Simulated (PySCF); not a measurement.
Isomers of C5H18Si3, one GFN2-xTB conformer each. Single-point energies are computed at PBE0/pcSseg-1 (PySCF, gas phase, no added dispersion term), electronic only.

Question: Rank them by PBE0/pcSseg-1 energy, lowest first (kJ/mol).
A. `[CH3:1][C:2]([CH3:3])([CH3:4])[CH2:5][SiH:6]([SiH3:7])[SiH3:8]` with C2–C5–Si6–Si7 70°
B. `[CH3:1][CH2:2][C@@H:3]([SiH3:4])[C@@H:5]([SiH3:6])[SiH2:7][CH3:8]` with C1–C2–C3–Si4 61°, C2–C3–C5–Si6 -57°, C3–C5–Si7–C8 46°
C. `[CH3:1][SiH2:2][C@H:3]([SiH3:4])[SiH2:5][CH:6]([CH3:7])[CH3:8]` with C1–Si2–C3–Si4 -173°, Si2–C3–Si5–C6 177°, C3–Si5–C6–C7 -178°
D. `[CH3:1][CH2:2][CH2:3][SiH2:4][Si@H:5]([CH3:6])[SiH2:7][CH3:8]` with C1–C2–C3–Si4 61°, C2–C3–Si4–Si5 45°, C3–Si4–Si5–C6 167°, Si4–Si5–Si7–C8 145°
E. `[CH3:1][CH2:2][C@@H:3]([CH2:4][SiH3:5])[SiH2:6][CH2:7][SiH3:8]` with C1–C2–C3–C4 170°, C2–C3–C4–Si5 56°, C2–C3–Si6–C7 99°, C3–Si6–C7–Si8 -174°
F. `[CH3:1][CH:2]([CH3:3])[SiH2:4][CH2:5][CH2:6][SiH2:7][SiH3:8]` with C1–C2–Si4–C5 -56°, C2–Si4–C5–C6 -172°, Si4–C5–C6–Si7 -178°, C5–C6–Si7–Si8 -54°

Answer: D (0.0), C (4.2), A (61.8), F (67.2), E (73.0), B (79.4).

As drawn, the lowest has an Si–Si bond, which the highest lacks. Neighbours under 10 kJ/mol apart (CCC[SiH2][Si@H](C)[SiH2]C and C[SiH2][C@H]([SiH3])[SiH2]C(C)C; CC(C)(C)C[SiH]([SiH3])[SiH3] and CC(C)[SiH2]CC[SiH2][SiH3]; CC(C)[SiH2]CC[SiH2][SiH3] and CC[C@@H](C[SiH3])[SiH2]C[SiH3]; CC[C@@H](C[SiH3])[SiH2]C[SiH3] and CC[C@@H]([SiH3])[C@@H]([SiH3])[SiH2]C) can change places with a better method, another conformer or zero-point energy. GFN2-xTB itself gives, in the same order: 61.1, 16.2, 6.8, 26.2, 0.0, 1.3. GFN2-xTB puts CC[C@@H](C[SiH3])[SiH2]C[SiH3] lowest instead; measured from each level's own lowest isomer, the values differ by up to 78.1 kJ/mol (CC[C@@H]([SiH3])[C@@H]([SiH3])[SiH2]C: 1.3 against 79.4).

Q: Which frontier levels, dipoles and rotational constants go with these structures?

A: 
```json
{"SMILES": "CCC[SiH2][Si@H](C)[SiH2]C", "HOMO (eV, PBE0/pcSseg-1)": "-7.68", "LUMO (eV)": "-0.37", "dipole (D)": "0.60", "A, B, C (MHz)": "1524, 614.0, 516.0"}
{"SMILES": "C[SiH2][C@H]([SiH3])[SiH2]C(C)C", "HOMO (eV, PBE0/pcSseg-1)": "-7.85", "LUMO (eV)": "0.53", "dipole (D)": "0.97", "A, B, C (MHz)": "1495, 658.9, 522.0"}
{"SMILES": "CC(C)(C)C[SiH]([SiH3])[SiH3]", "HOMO (eV, PBE0/pcSseg-1)": "-8.09", "LUMO (eV)": "-0.47", "dipole (D)": "1.39", "A, B, C (MHz)": "1279, 792.4, 587.7"}
{"SMILES": "CC(C)[SiH2]CC[SiH2][SiH3]", "HOMO (eV, PBE0/pcSseg-1)": "-7.60", "LUMO (eV)": "-0.06", "dipole (D)": "0.64", "A, B, C (MHz)": "1803, 441.2, 395.0"}
{"SMILES": "CC[C@@H](C[SiH3])[SiH2]C[SiH3]", "HOMO (eV, PBE0/pcSseg-1)": "-7.88", "LUMO (eV)": "0.50", "dipole (D)": "1.52", "A, B, C (MHz)": "1739, 514.6, 434.7"}
{"SMILES": "CC[C@@H]([SiH3])[C@@H]([SiH3])[SiH2]C", "HOMO (eV, PBE0/pcSseg-1)": "-7.61", "LUMO (eV)": "0.41", "dipole (D)": "1.14", "A, B, C (MHz)": "1169, 808.7, 641.5"}
```
